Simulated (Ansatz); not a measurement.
Geometry optimisation, RKS PBE0/def2-SVP in Ansatz.

The input (input.yaml):

```yaml
crystal:
  periodic: [false, false, false]
  atoms:
    - { symbol: Ta, position_ang: [-0.051277, 0.156942, 0.069512] }
    - { symbol: Cl, position_ang: [2.344155, 0.480117, 0.247883] }
    - { symbol: Cl, position_ang: [-0.166887, 0.500184, 2.360065] }
    - { symbol: Cl, position_ang: [0.301086, -0.335013, -2.170205] }
    - { symbol: F, position_ang: [-0.981227, 1.696157, -0.310221] }
    - { symbol: Cl, position_ang: [-1.499469, -1.611998, 0.24792] }
    - { symbol: H, position_ang: [1.240021, -2.459783, 0.774039] }
    - { symbol: H, position_ang: [1.779899, -1.986704, 0.726808] }
basis:
  gaussian: { orbitals: def2-SVP }
hamiltonian:
  xc: pbe0
relax:
  f_tol: 0.03
  max_steps: 50
output:
  orbitals: {}
```

Command:

```bash
$ ansatz run input.yaml --threads 4 --pin off --max-ram 5120MiB --backend cpu --events-out ev --progress --plain --runs-dir out
```

Task: Where does it end, and by what steps?

Result: The forces met the threshold. After 8 steps the energy has fallen by 0.275 eV; H8 moved furthest, 1.01 Å.

```json
{"step": "0", "energy less start (eV)": "0.0000", "largest force component (eV/Å)": "1.337", "accepted": "yes"}
{"step": "1", "energy less start (eV)": "-0.1283", "largest force component (eV/Å)": "0.745", "accepted": "yes"}
{"step": "2", "energy less start (eV)": "-0.1447", "largest force component (eV/Å)": "0.341", "accepted": "yes"}
{"step": "3", "energy less start (eV)": "-0.1902", "largest force component (eV/Å)": "0.259", "accepted": "yes"}
{"step": "4", "energy less start (eV)": "-0.2150", "largest force component (eV/Å)": "0.278", "accepted": "yes"}
{"step": "5", "energy less start (eV)": "-0.2497", "largest force component (eV/Å)": "0.223", "accepted": "yes"}
{"step": "6", "energy less start (eV)": "-0.2711", "largest force component (eV/Å)": "0.154", "accepted": "yes"}
{"step": "7", "energy less start (eV)": "-0.2648", "largest force component (eV/Å)": "0.160", "accepted": "no"}
{"step": "8", "energy less start (eV)": "-0.2750", "largest force component (eV/Å)": "0.014", "accepted": "yes"}
```

```xyz
8
Properties=species:S:1:pos:R:3
Ta -0.176 0.457 -0.001
Cl 2.093 0.469 0.236
Cl -0.478 0.987 2.245
Cl 0.000 0.115 -2.296
F -1.117 2.008 -0.398
Cl -1.227 -1.551 0.273
H 1.600 -3.201 0.942
H 2.271 -2.844 0.946
```

Whether the end is a true minimum wasn't checked by a vibrational analysis.

Run time: 33 s on 4 threads of Arm Neoverse V1, with other jobs on the host, peak memory 0.37 GiB.
